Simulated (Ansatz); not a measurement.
C$_{2}$H$_{6}$AlClSi (`C=C(Cl)[SiH2][AlH2]`) at its PBE0-D4/def2-TZVP geometry, where that method's forces vanish. The species carries charge 0 and has multiplicity 1.

```xyz
11

C    -1.6209   -0.0736   -1.4431
C    -0.4849   -0.0549   -0.7699
Cl    0.6330    1.3191   -1.0565
Si    0.2700   -1.0833    0.6386
Al    1.4748    0.9328    1.3606
H    -1.9081    0.6877   -2.1594
H    -2.3100   -0.8930   -1.2701
H    -0.8496   -1.7602    1.3514
H     1.0914   -2.1453   -0.0124
H     3.0513    1.0336    1.2085
H     0.6529    2.0371    2.1524
```

Question: What forces (eV/Å) does ωB97M-V/def2-TZVPP give on these atoms in Ansatz 0.2.0? (Best estimate.)

Answer: Ansatz gave: 
```
C1  -0.012 -0.013 -0.001
C2  -0.226 -0.119 -0.051
Cl3  0.089  0.165 -0.088
Si4  0.058 -0.157  0.109
Al5  0.064  0.065  0.077
H6   0.044 -0.051  0.055
H7   0.059  0.067 -0.010
H8   0.107  0.071 -0.086
H9  -0.095  0.105  0.057
H10 -0.167 -0.015  0.017
H11  0.080 -0.118 -0.080
```
